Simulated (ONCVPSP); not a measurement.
# Before and after: ONCV potential for gold

- Element: Au (Z = 79)
- Generator: ONCVPSP 4.0.1
- Type: optimised norm-conserving Vanderbilt (ONCV)
- Functional: LDA (Perdew-Wang 92)
- Relativity: scalar-relativistic
- Frozen core: [Kr] 4d10 4f14
- Valence charge: 19
- Reference configuration: 5s2 5p6 5d10 6s1
- Partial waves: 5s+6s: rc 1.25 bohr, ncon 4, nbas 7, qcut 7.6 1/bohr, 2 projectors; 5p: rc 1.10 bohr, ncon 4, nbas 8, qcut 6.1 1/bohr, 2 projectors, debl 3 Ha; 5d: rc 2.15 bohr, ncon 4, nbas 8, qcut 8.8 1/bohr, 2 projectors, debl 3 Ha; f scattering state at 0.14 Ha: rc 1.80 bohr, ncon 5, nbas 9, qcut 7 1/bohr, 2 projectors, debl 2.9 Ha
- Local potential: polynomial inside 0.85 bohr (lpopt 5, dvloc0 4 Ha)
- Core correction: none

Change: d: rc 2.42.

Cutoffs: the cutoffs (Ha) at which the residual kinetic energy of the hardest occupied pseudo-wave falls to 1 and 0.1 mHa per electron; they do not see the model core or the augmentation charge, which bear on the density cutoff. Errors are all-electron minus pseudo energies relative to the spin-unpolarised reference configuration.

Question: How do hardness, ghosts and transferability respond?

Answer: The potential gets neither clearly harder nor softer (158 Ha and 182 Ha → 158 Ha and 182 Ha); both files keep a bound ghost (s); of the 4 tests that both files solve, the error grows in 0 and shrinks in 3 by more than 15 % and 0.3 meV (median size 4.2 → 3.2 meV). That the errors move this way runs against the usual rule that smaller radii transfer better.

```tsv
quantity	base	changed
cutoff, loose	158 Ha	158 Ha
cutoff, tight	182 Ha	182 Ha
loose cutoff by channel	s 36 Ha, p 158 Ha, d 21 Ha	s 36 Ha, p 158 Ha, d 18 Ha
bound ghosts	s	s
GHOST(+) flags under 300 eV	none	d at 195.7 eV
error for 5s2 5p6 5d10 6s0, meV [ΔE 9.77 eV]	-2.7	-1.7
error for 5s2 5p6 5d9 6s0, meV [ΔE 31.27 eV]	-5.6	-5.0
error for 5s2 5p6 5d8 6s0, meV [ΔE 65.44 eV]	-13	+4.6
error for 5s2 5p6 5d10 6s0 6p1, meV [ΔE 5.40 eV]	-1.0	-0.7
s: phases at 1.27 bohr within 0.05 rad from the reference energy up to (Ha; the scan ends near 5)	to the end of the scan	to the end of the scan
p: phases at 1.11 bohr within 0.05 rad from the reference energy up to (Ha; the scan ends near 5)	to the end of the scan	to the end of the scan
f: phases at 1.83 bohr within 0.05 rad from the reference energy up to (Ha; the scan ends near 5)	to the end of the scan	to the end of the scan
```

 A true bound ghost makes a file unfit for plane-wave use even where its test errors are small: the radial tests pick states by their node count and pass the ghost by.
